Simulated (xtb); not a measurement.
CuF, charge +1, doublet, geometry from GFN2-xTB of the parent state (such geometries of metal compounds can be far from the true shape) (a state made from the parent by changing its charge; the spin is typed, not shown lowest); GFN1-xTB (xtb 6.7.1).

The xtb input:
```
$ xtb mol.xyz --gfn 1 --chrg 1 --uhf 1 --json

# file mol.xyz
2

Cu    -0.00000000    -0.00000000    -0.40615773
F      0.00000000     0.00000000     1.30873047
```

Output, abridged:

```
   ID    Z sym.   atoms
    1   29 Cu     1
    2    9 F      2

           -------------------------------------------------
          |                Calculation Setup                |
           -------------------------------------------------

           -------------------------------------------------
          |                 G F N 1 - x T B                 |
           -------------------------------------------------

          ...................................................
          :                      SETUP                      :
          :.................................................:
          :  # basis functions                  14          :
          :  # atomic orbitals                  13          :
          :  # shells                            5          :
          :  # electrons                        17          :
          :  # halogen bonds                     0          :
          :  max. iterations                   250          :
          :  Hamiltonian                  GFN1-xTB          :
          :  restarted?                      false          :
          :  GBSA solvation                  false          :
          :  PC potential                    false          :
          :  electronic temp.          300.0000000     K    :
          :  accuracy                    1.0000000          :
          :  -> integral cutoff          0.2500000E+02      :
          :  -> integral neglect         0.1000000E-07      :
          :  -> SCF convergence          0.1000000E-05 Eh   :
          :  -> wf. convergence          0.2000000E-04 e    :
          :  Broyden damping             0.4000000          :
          :  net charge                          1          :
          :  unpaired electrons                  1          :
          ...................................................

 iter      E             dE          RMSdq      gap      omega  full diag
   1     -9.0031133 -0.900311E+01  0.148E+01    2.86       0.0  T
   2     -9.0747313 -0.716180E-01  0.818E+00    2.76       1.0  T
   3     -9.0726479  0.208340E-02  0.237E+00    2.70       1.0  T
   4     -9.0715306  0.111729E-02  0.123E+00    2.74       1.0  T
   5     -9.0756135 -0.408294E-02  0.979E-02    2.72       1.0  T
   6     -9.0756148 -0.128463E-05  0.853E-02    2.72       1.0  T
   7     -9.0756320 -0.171614E-04  0.955E-03    2.72       7.4  T
   8     -9.0756322 -0.185996E-06  0.272E-03    2.72      26.0  T
   9     -9.0756322 -0.170135E-07  0.110E-04    2.72     641.9  T
  10     -9.0756322 -0.265157E-10  0.109E-06    2.72   64917.3  T

   *** convergence criteria satisfied after 10 iterations ***

         :::::::::::::::::::::::::::::::::::::::::::::::::::::
         ::                     SUMMARY                     ::
         :::::::::::::::::::::::::::::::::::::::::::::::::::::
         :: total energy              -9.073254522310 Eh    ::
         :: gradient norm              0.039822374059 Eh/a0 ::
         :: HOMO-LUMO gap              2.718430049592 eV    ::
         ::.................................................::
         :: SCC energy                -9.075632186271 Eh    ::
         :: -> electrostatic           0.179064298385 Eh    ::
         :: repulsion energy           0.002509005085 Eh    ::
         :: dispersion energy         -0.000131341124 Eh    ::
         :: halogen bond corr.         0.000000000000 Eh    ::
         :: add. restraining           0.000000000000 Eh    ::
         :: total charge               1.000000000000 e     ::
         :::::::::::::::::::::::::::::::::::::::::::::::::::::

           -------------------------------------------------
          |                Property Printout                |
           -------------------------------------------------

    * Orbital Energies and Occupations

         #    Occupation            Energy/Eh            Energy/eV
      -------------------------------------------------------------
         1        2.0000           -1.0417131             -28.3465
         2        2.0000           -0.7628360             -20.7578
         3        2.0000           -0.7541157             -20.5205
         4        2.0000           -0.7541157             -20.5205
         5        2.0000           -0.6978734             -18.9901
         6        2.0000           -0.6978734             -18.9901
         7        1.9969           -0.6913154             -18.8117
         8        1.9969           -0.6913154             -18.8117
         9        1.0062           -0.6810155             -18.5314 (HOMO)
        10                         -0.5811151             -15.8129 (LUMO)
        11                         -0.4446301             -12.0990
        12                         -0.4446301             -12.0990
        13                         -0.1805489              -4.9130
      -------------------------------------------------------------
                  HL-Gap            0.0999005 Eh            2.7184 eV
             Fermi-level           -0.6584498 Eh          -17.9173 eV

  Mulliken/CM5 charges         n(s)   n(p)   n(d)
     1Cu    1.31822  1.39980   0.218  0.361  9.103
     2F    -0.31822 -0.39980   1.801  5.517  0.000

Wiberg/Mayer (AO) data.
largest (>0.10) Wiberg bond orders for each atom

 ---------------------------------------------------------------------------
     #   Z sym  total        # sym  WBO       # sym  WBO       # sym  WBO
 ---------------------------------------------------------------------------
     1  29 Cu   1.173 --     2 F    1.173
     2   9 F    1.173 --     1 Cu   1.173
 ---------------------------------------------------------------------------

Topologies differ in total number of bonds
Writing topology from bond orders to xtbtopo.mol

 dipole moment from electron density (au)
     X       Y       Z
  -0.0000   0.0000  -2.5466  total (Debye):    6.473

           -------------------------------------------------
          | TOTAL ENERGY               -9.073254522310 Eh   |
          | GRADIENT NORM               0.039822374059 Eh/α |
          | HOMO-LUMO GAP               2.718430049592 eV   |
           -------------------------------------------------

normal termination of xtb
```
